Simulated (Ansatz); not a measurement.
Reaction: Si2H4F2 (SMILES F[SiH2][SiH2]F) → 2 SiH2F (SMILES [SiH2]F, doublet) (the Si-Si bond breaks)
Each species at its own B3LYP-D3(BJ)/def2-TZVP minimum (Ansatz, a quantum-chemistry and plane-wave program), one conformer.

Total energies in hartree (Ansatz). Radicals and triplets start from unrestricted determinants; spin-orbit coupling is neglected. Cores are frozen in correlated methods. No relativity.

| species | HF/cc-pV(T+d)Z | CCSD(T)/cc-pV(T+d)Z | HF/cc-pV(Q+d)Z | CCSD(T)/cc-pV(Q+d)Z | CCSD(T)/cc-pV(D+d)Z | CCSDT(Q)/cc-pV(D+d)Z |
|---|---|---|---|---|---|---|
| 1: Si2H4F2 (fluoro(fluorosilyl)silane, SMILES F[SiH2][SiH2]F) | -779.30188 | -780.10419 | -779.32944 | -780.19673 | -779.81001 | -779.81226 |
| 2: SiH2F (SMILES F[SiH2], doublet) | -389.60431 | -389.98995 | -389.61844 | -390.03521 | -389.84503 | -389.84616 |

Question: Work out the bond dissociation energy (electronic) in kcal/mol: take Hartree-Fock from cc-pV(Q+d)Z, extrapolate the CCSD(T) correlation energy as X^-3 (X = 3, 4), and add CCSDT(Q) - CCSD(T) in cc-pV(D+d)Z. 1 hartree = 627.51 kcal/mol.

Answer: 
Species 1: correlation (64·(-0.86729) - 27·(-0.80231))/37 = -0.91471; step -0.00225; E1 = -779.32944 + (-0.91471) + (-0.00225) = -780.24640
Species 2: correlation (64·(-0.41677) - 27·(-0.38564))/37 = -0.43949; step -0.00113; E2 = -389.61844 + (-0.43949) + (-0.00113) = -390.05906
-1·E1 +2·E2 = 0.12828 hartree = 80.5 kcal/mol.
